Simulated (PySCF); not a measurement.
SMILES O[Si](O)(O)/C=C/[SiH3] (C₂H₈O₃Si₂), GFN2-xTB optimised geometry.

```
15

Si     1.07    -2.06     0.00
C      0.45    -0.29     0.00
C     -0.33     0.27    -0.93
Si    -0.94     2.05    -0.92
O     -0.63     2.76     0.51
O     -0.20     2.93    -2.08
O     -2.54     2.12    -1.19
H      0.58    -2.76    -1.19
H      0.60    -2.74     1.21
H      2.54    -2.06     0.00
H      0.76     0.34     0.83
H     -0.64    -0.36    -1.76
H     -1.21     2.58     1.24
H      0.68     3.25    -1.93
H     -2.85     2.14    -2.09
```

Density from PBE0/def2-TZVP (PySCF) at that geometry.

Minimum of the electron density along straight lines between bonded atoms, close to the bond critical point (lines longer than 1.1 times the sum of covalent radii, or with two minima, are not listed):

```tsv
bond	length / Å	ρ at the minimum / e bohr⁻³	∇²ρ there / e bohr⁻⁵	position (fraction from the first atom)
Si1–C2	1.879	0.119	0.21	0.39
C2–C3	1.332	0.348	-1.05	0.50
C3–Si4	1.888	0.122	[?]	0.61
Si4–O5	1.628	0.145	0.88	0.41
Si4–O6	1.630	0.145	0.87	0.41
Si4–O7	1.628	0.145	0.88	0.41
Si1–H8	1.464	0.124	0.20	0.49
Si1–H9	1.467	0.123	0.19	0.49
Si1–H10	1.467	0.123	0.19	0.49
C2–H11	1.085	0.282	-0.99	0.64
C3–H12	1.085	0.282	-0.98	0.64
O5–H13	0.952	0.363	-2.52	0.81
O6–H14	0.952	0.363	-2.52	0.81
O7–H15	0.952	0.363	-2.52	0.81
```

**Question.** What belongs in the gaps?

**Answer.** 
- C3–Si4, ∇²ρ there / e bohr⁻⁵: 0.17
